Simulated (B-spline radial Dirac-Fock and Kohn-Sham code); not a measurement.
# Dipole and non-dipole photoemission parameters of Te⁺ 5p1/2

System: Te⁺, [Kr] 4d10 5s2 5p3; threshold 17.25 eV (orbital energy of the model). These are calculated numbers from a radial B-spline solver; the model is Dirac-Hartree-Slater photoionisation with a Latter tail; cross sections with all multipoles, angular parameters from the dipole term and its interference with E2.

Input of the calculation (task.json; shells as n, l, electrons):

```json
{"items": [{
  "Z": 52,
  "q": 1,
  "cfg": [[1, 0, 2], [2, 0, 2], [2, 1, 6], [3, 0, 2], [3, 1, 6], [3, 2, 10], [4, 0, 2], [4, 1, 6], [4, 2, 10], [5, 0, 2], [5, 1, 3]],
  "A": 130,
  "rrms": 4.7423,
  "do": "xps",
  "hv": [54.3, 56.1, 57.4, 60, 65.6, 69.0, 100, 150, 164.0, 173.0, 300, 391.0, 419.0, 500.0, 553.0, 684.0, 1000.0, 1020.0, 2000, 2290.0, 2984.4, 3890.0, 4140.0, 6000, 6460.0, 7030.0, 8090.0, 10600.0, 11200.0, 15000]
}]}
```

Launch: `python xray2_run.py task.json out`

For linearly polarised light dσ/dΩ = σ/(4π) [1 + β P₂(cos θ) + (δ + γ cos²θ) sin θ cos φ], with θ from the polarisation vector and φ the angle between the beam and the projection of the electron momentum on the plane normal to the polarisation.

| hν (eV) | σ (kb) | β | γ | δ |
| --- | --- | --- | --- | --- |
| 54.3 | 89.6 | 0.831 | 0.299 | -0.029 |
| 56.1 | 81.5 | 0.747 | 0.304 | -0.029 |
| 57.4 | 76.2 | 0.686 | 0.308 | -0.029 |
| 60 | 66.8 | 0.567 | 0.307 | -0.029 |
| 65.6 | 52.3 | 0.342 | 0.281 | -0.026 |
| 69 | 45.7 | 0.226 | 0.253 | -0.024 |
| 100 | 21.8 | -0.064 | -0.004 | 0.010 |
| 150 | 13.6 | 0.401 | -0.022 | 0.028 |
| 164 | 12.6 | 0.536 | 0.009 | 0.028 |
| 173 | 12.0 | 0.616 | 0.030 | 0.028 |
| 300 | 7.17 | 1.250 | 0.220 | 0.013 |
| 391 | 5.40 | 1.434 | 0.232 | 0.007 |
| 419 | 4.99 | 1.472 | 0.226 | 0.006 |
| 500 | 4.03 | 1.551 | 0.197 | 0.003 |
| 553 | 3.54 | 1.588 | 0.173 | 0.002 |
| 684 | 2.65 | 1.646 | 0.113 | 0.000 |
| 1000 | 1.48 | 1.700 | 0.012 | -0.001 |
| 1020 | 1.43 | 1.701 | 0.008 | -0.001 |
| 2000 | 0.430 | 1.686 | 0.028 | -0.001 |
| 2290 | ? | ? | ? | ? |
| 2984.4 | 0.191 | 1.630 | 0.207 | 0.002 |
| 3890 | 0.107 | 1.578 | 0.391 | 0.007 |
| 4140 | 0.0932 | 1.565 | 0.441 | 0.009 |
| 6000 | 0.0388 | 1.471 | 0.781 | 0.024 |
| 6460 | 0.0323 | 1.450 | 0.856 | 0.028 |
| 7030 | 0.0261 | 1.426 | 0.944 | 0.034 |
| 8090 | 0.0182 | 1.383 | 1.094 | 0.045 |
| 10600 | 0.00892 | 1.293 | 1.396 | 0.072 |
| 11200 | 0.00768 | 1.274 | 1.458 | 0.078 |
| 15000 | 0.00339 | 1.167 | 1.790 | 0.121 |

Question: Give the values at 2290 eV.

Answer: σ = 0.330 kb, β = 1.670, γ = 0.074, δ = 0.000.
